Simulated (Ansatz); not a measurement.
Basis-set series for `[F][ZnH]`. The species carries charge 0 and has multiplicity 1. All single points use the PBE0-D4/def2-TZVP geometry.

Cartesian coordinates in Å:
```
F 0.5279 -0.1160 -1.5787
Zn -0.0256 0.0056 0.0766
H -0.5023 0.1104 1.5021
```

```tsv
functional	basis	functions	energy (Eh)	HOMO (eV)	LUMO (eV)
PBE0-D4	def2-SVP	50	-1879.16669	-9.34	-0.14
PBE0-D4	def2-QZVPP	187	-1879.61010	-9.65	-0.60
ωB97M-V	def2-SVP	50	-1879.38493	-11.57	1.35
ωB97M-V	def2-QZVPP	187	-1879.83039	-11.95	0.58
```

Give the rows for def2-TZVPP. (An estimate is asked.)

Ansatz gave: 
```csv
functional,basis,functions,energy (Eh),HOMO (eV),LUMO (eV)
PBE0-D4,def2-TZVPP,109,-1879.55918,-9.67,-0.49
ωB97M-V,def2-TZVPP,109,-1879.78097,-11.96,0.87
```

Positive LUMOs are unbound and depend on the basis. Scalar relativity is left out up to krypton.
